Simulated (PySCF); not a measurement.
**Spinor energies of Sb³⁸⁺ (antimony, charge +38)**

Start: [Ne] 3s2 3p1; 3p3/2 filled at m_j = +3/2. Calculated with PySCF 2.14 in an even-tempered Gaussian basis (18 s from 7.7 bohr⁻², ratio 2.4; 14 p from 10 bohr⁻², ratio 2.4; 4 d from 34 bohr⁻², ratio 2.6; 4 f from 52 bohr⁻², ratio 2.6): generalised Hartree-Fock with the X2C-1e Hamiltonian and a Gaussian nucleus; one run each with spin-orbit coupling (SO) screened by Boettger's factors, then bare. This is a chosen level, not necessarily the ground level.

```json
{"spinor shell": "1s1/2", "electrons": "2", "ε, screened SO (eV)": "-32971.5", "ε, bare SO (eV)": "-32971.4", "weight of nominal j (bare SO)": "1.000", "rms radius, bare SO (bohr)": "0.0325"}
{"spinor shell": "2s1/2", "electrons": "2", "ε, screened SO (eV)": "-6957.7", "ε, bare SO (eV)": "-6957.7", "weight of nominal j (bare SO)": "1.000", "rms radius, bare SO (bohr)": "0.130"}
{"spinor shell": "2p1/2", "electrons": "2", "ε, screened SO (eV)": "-6661.0", "ε, bare SO (eV)": "-6669.0", "weight of nominal j (bare SO)": "1.000", "rms radius, bare SO (bohr)": "0.112"}
{"spinor shell": "2p3/2", "electrons": "4", "ε, screened SO (eV)": "-6401.1", "ε, bare SO (eV)": "-6397.9", "weight of nominal j (bare SO)": "1.000", "rms radius, bare SO (bohr)": "0.117"}
{"spinor shell": "3s1/2", "electrons": "2", "ε, screened SO (eV)": "-2741.4", "ε, bare SO (eV)": "-2741.4", "weight of nominal j (bare SO)": "1.000", "rms radius, bare SO (bohr)": "0.314"}
{"spinor shell": "3p3/2", "electrons": "1", "ε, screened SO (eV)": "-2591.0", "ε, bare SO (eV)": "-2590.2", "weight of nominal j (bare SO)": "1.000", "rms radius, bare SO (bohr)": "0.307"}
```

| quantity | screened SO | bare SO |
| --- | --- | --- |
| E (hartree) | -5225.04818 | -5225.13821 |
| M_J | 3/2 | 3/2 |
| ⟨J²⟩ | 3.751 | 3.751 |
| ⟨L²⟩ | 2.007 | 2.007 |
| ⟨S²⟩ | 0.756 | 0.757 |

Each row is a mean over spinors that exchange with the open shell spreads, by up to 18.243 eV (3s1/2).

Breit and QED terms are absent; they matter most for the inner s and p1/2 levels.

Densities and radii are taken from the X2C orbitals without a picture-change correction, which distorts them close to the nucleus.
